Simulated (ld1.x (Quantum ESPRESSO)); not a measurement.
## Configuration tests for C (TM)

```json
{"Element": "carbon (C)", "Generator": "ld1.x (Quantum ESPRESSO) 7.5", "Type": "norm-conserving Troullier–Martins (Kleinman–Bylander form)", "Functional": "PBE", "Relativity": "scalar-relativistic", "Frozen core": "[He]", "Valence charge": "4", "Reference configuration": "2s2 2p2", "Partial waves": "2p (bound): rc 2.60 bohr; 3d channel at 0.05 Ry: rc 2.05 bohr; 2s (bound): rc 1.25 bohr", "Local potential": "the s channel", "Core correction": "none"}
```

Energies are relative to the spin-unpolarised reference configuration 2s2 2p2; without spin polarisation the order of configurations can differ from experiment.

```csv
valence configuration,charge,ΔE all-electron (eV),error AE − PS (meV)
2s2 2p1,+1,10.862,+79
2s2 2p0,+2,35.018,+718
2s1 2p0,+3,83.212,+1400
2s0 2p4,0,16.975,-46
2s2 2p1.5,+0.5,3.963,+11
2s2 2p2.3,-0.3,-1.158,+1.1
2s1 2p2,+1,19.615,-87
```
